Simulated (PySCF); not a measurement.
**State search for GaAs**

Unrestricted PBE0; Ga cc-pVTZ-PP with ECP10, As cc-pVTZ-PP with ECP10; scalar-relativistic core potentials (PySCF 2.14). Outer shells of the fragments: Ga 3d10 4s2 4p1; As 3d10 4s2 4p3.

Followed along the bond (rough minima from three points):

```tsv
2Ms+1	unpaired	⟨S²⟩ at the start	R at minimum (Å)	Te (eV)
3	π ↑↑	2.01	2.57	0.00
3	σ ↑, π ↑	2.01	2.34	0.14
1	π ↑↓	1.01	2.57	0.31
1	σ ↓, π ↑	1.02	2.33	0.34
1	none	0.00	none in the scan	≤ 1.11
```

Solutions found at the starting distance of 2.380 Å, counted from the lowest of them; the search is not exhaustive and high or unbound solutions are not listed, so other states can lie among these:

```tsv
2Ms+1	unpaired	term	E (eV)	⟨S²⟩	⟨Lz²⟩	μ (D)
3	π ↑↑	³Σ⁻	0.00	2.01	0.00	-0.53
3	σ ↑, π ↑	³Π	0.02	2.01	1.02	-2.15
1	σ ↓, π ↑	mixed	0.22	1.02	1.02	-2.20
1	π ↑↓	mixed	0.30	1.01	2.02	-0.48
1	none	¹Σ⁺	1.21	0.00	0.00	-3.32
1	none	mixed	1.23	0.00	2.01	-0.24
5	σ ↑, π ↑↑↑	⁵Π	1.95	6.01	1.00	1.13
3	σ ↓, π ↑↑↑	mixed	2.61	3.02	1.01	1.27
3	π ↑↑	mixed	3.10	2.01	2.01	-0.85
3	π ↑↑	mixed	3.40	2.01	2.01	-1.02
5	σ ↑↑, π ↑↑	⁵Σ⁻	4.27	6.00	0.00	1.81
1	σ ↓↓, π ↑↑	mixed	4.92	2.01	0.00	2.06
5	π ↑↑↑↑	⁵Σ⁺	5.51	6.05	0.00	2.60
5	σ ↑↑, π ↑↑	mixed	5.53	6.02	2.01	-0.90
```

A term symbol is given only where ⟨S²⟩ and ⟨Lz²⟩ are close to those of a pure state; real π, δ and φ orbitals otherwise mix terms. A positive dipole means Ga(−)As(+).

Question: Compare the gap between the two lowest followed solutions at the starting distance with the gap between their minima.

Answer: At PBE0 the second solution (triplet, unpaired electrons σ ↑, π ↑) lies +0.02 eV from the first (triplet, unpaired electrons π ↑↑) at 2.380 Å and +0.14 eV at the minima; the two curves relax by different amounts, since their minima lie near 2.34 and 2.57 Å.

Spin–orbit coupling is left out.
